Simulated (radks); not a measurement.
Values are calculated unless marked as measured or tabulated.
All-electron atom: Rh29+ in [Ne] 3s2 3p4. Code: a radial shooting solver on a logarithmic mesh with Libxc functionals. Model: scalar-relativistic Kohn-Sham, SCAN, spin-polarised, spherical densities, finite nucleus; open shells are filled with parallel spins first (spin-orbit coupling, left out, can overturn this in heavy ions); meta-GGA in the generalised Kohn-Sham scheme; Fermi nuclear charge, rms radius 4.4945 fm.

Normalised radial functions P(r) = r R(r), r in bohr:

r	3p down
0.001936	0.0061
0.002148	0.0074
0.002403	0.0090
0.002688	0.0110
0.002982	0.0133
0.003336	0.0162
0.003731	0.0198
0.004173	0.0242
0.00463	0.0291
0.005179	0.0355
0.005793	0.0432
0.006428	0.0519
0.00719	0.0631
0.008042	0.0766
0.008995	0.0928
0.009981	0.1108
0.01116	0.1337
0.01249	0.1609
0.01385	0.1905
0.0155	0.2278
0.01733	0.2712
0.01939	0.3212
0.02151	0.3742
0.02406	0.4383
0.02691	0.5099
0.02986	0.5825
0.0334	0.6665
0.03736	0.7549
0.04179	0.8448
0.04637	0.9262
0.05186	1.0069
0.05801	1.0741
0.06437	1.1178
0.072	1.1361
0.08053	1.1159
0.09007	1.0475
0.09995	0.9336
0.1118	0.7510
0.125	0.5047
0.1387	0.2224
0.1552	-0.1291
0.1736	-0.5142
0.1942	-0.9055
0.2154	-1.2484
0.241	-1.5634
0.2695	-1.7900
0.2991	-1.9003
0.3345	-1.9000
0.3741	-1.7802
0.4185	-1.5615
0.4643	-1.2997
0.5194	-0.9936
0.5809	-0.7017
0.6446	-0.4704
0.721	-0.2791
0.8064	-0.1493
0.902	-0.0712
1.001	-0.0319
1.119	-0.0118

3p down: eigenvalue -1652.2 eV, 1 radial node at r = 0.149 bohr, <r> = 0.340 bohr, 90 % of the charge inside 0.502 bohr.

Empty levels of this run are not shown, since the potential may be unsettled where no density lies.
